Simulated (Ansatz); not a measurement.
Isolated molecules relaxed with PBE0-D4/def2-TZVP in Ansatz; ΔE leaves out vibrations. CBS: MP2 limit from def2 TZ/QZ plus the TZ coupled-cluster correction, frozen cores. DFT in def2-TZVPP. B3LYP here is the variant with VWN-RPA as its local correlation; programs differ in this. One conformer a species, not always the lowest.

`CN([SiH3])CF` + `CC=N` → `C/C=N/CF` + `CN[SiH3]`  (substitution at a C–N bond)

```json
{"level": "B3LYP-D4", "ΔE (kcal/mol)": "2.8"}
{"level": "B2PLYP", "ΔE (kcal/mol)": "2.3"}
{"level": "PBE0", "ΔE (kcal/mol)": "1.9"}
{"level": "MP2/def2-TZVPP", "ΔE (kcal/mol)": "3.3"}
{"level": "SCS-MP2/def2-TZVPP", "ΔE (kcal/mol)": "2.9"}
{"level": "CCSD/def2-TZVPP", "ΔE (kcal/mol)": "3.0"}
{"level": "SCS-MP2/def2-QZVPP", "ΔE (kcal/mol)": "2.7"}
{"level": "CCSD/CBS(def2)", "ΔE (kcal/mol)": "2.7"}
```

Question: What does CCSD(T)/CBS give? (Estimate.)

Answer: The calculation gave: +3.1 kcal/mol. The listed levels differ from it by -0.3, -0.8, -1.2, 0.2, -0.2, -0.1, -0.4, -0.4 kcal/mol.

Largest T1 diagnostic among the species: 0.012.

In def2-TZVPP, CCSD(T) changes the Hartree–Fock value by +2.8 kcal/mol (the triples alone add +0.4 kcal/mol) and MP2 by +2.6 kcal/mol. The D4 term adds +1.2 kcal/mol with B3LYP and +0.6 kcal/mol with PBE0; it sums over pairs of atoms, weighted by their polarisabilities, and B3LYP, whose exchange is more repulsive, gets the larger term.
